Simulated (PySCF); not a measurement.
# FeSI, sextet: computed properties

Level of theory: UPBE0 in PySCF with Fe def2-SVP, S def2-SVP, I def2-SVP with ECP28; scalar-relativistic core potentials, no spin–orbit coupling; density-fitted integrals.

The structure is a minimum.

```xyz
3
charge 0 multiplicity 6, angstrom
Fe    1.1721    0.0000    0.0000
S     3.2174    0.0000    0.0000
I    -1.3272    0.0000    0.0000
```

```json
{"Point group": "C∞v", "Bond lengths": "Fe–I 2.499 Å, Fe–S 2.045 Å", "Bond angles": "I–Fe–S 180.0°", "Rotational symmetry number": "1", "Rotational constants": "0.0267 cm⁻¹", "Highest occupied level (β)": "-7.50 eV", "Enthalpy at 298.15 K above 0 K": "15.03 kJ/mol", "Principal quadrupole moments (Buckingham, traceless) about the centre of mass": "-11.36, 5.68, 5.68 D Å", "Dipole moment": "0.21 D", "Principal polarisabilities": "39.2, 39.2, 140.5 bohr³", "Entropy at 298.15 K and 1 bar (electronic part: spin only)": "326.5 J/(mol K)", "Zero-point energy": "5.1 kJ/mol", "Atomisation energy without zero-point energy": "611 kJ/mol", "Lowest empty level (β)": "-3.89 eV", "Heat capacity Cp at 298.15 K": "58.1 J/(mol K)", "Spin squared ⟨S²⟩": "8.771"}
```

Harmonic modes (masses in u: Fe 55.935, S 31.972, I 126.904):
```tsv
symmetry	ω (cm⁻¹)	IR (km/mol, summed over degenerate members)	μ (u)
π	44	33.0	46.07
σ+	224	15.6	55.74
σ+	534	37.7	39.80
```

In C∞v the vibrations span π + 2σ+.

Charges (e):
| atom | Mulliken | Löwdin | polar tensor | spin (Mulliken) | Mayer order to Fe1 |
| --- | --- | --- | --- | --- | --- |
| Fe1 | 0.53 | 0.33 | 1.01 | 4.00 | – |
| S2 | -0.24 | -0.12 | -0.42 | 0.95 | 1.99 |
| I3 | -0.29 | -0.21 | -0.59 | 0.05 | 1.07 |

Mulliken populations on Fe1: s 6.61, p 12.66, d 6.20, f 0.00.

Formally Fe is in oxidation state +3, d5, with 5 unpaired electrons (the high-spin count). The Mulliken spin on Fe is 4.00. The polar-tensor charge on Fe, 1.01, is far below the formal one.

This need not be the most stable arrangement of these atoms. With open d or f shells other occupations or spin states may lie lower. No spin–orbit coupling is included, which matters more the heavier the element.

The final relaxation and frequency run took 34 s on 2 threads of a shared Arm Neoverse V2 host, with 75 basis functions and 9 gradients; the process peaked at 0.75 GiB. Launch command: `OMP_NUM_THREADS=2 python axn.py task.json out`.
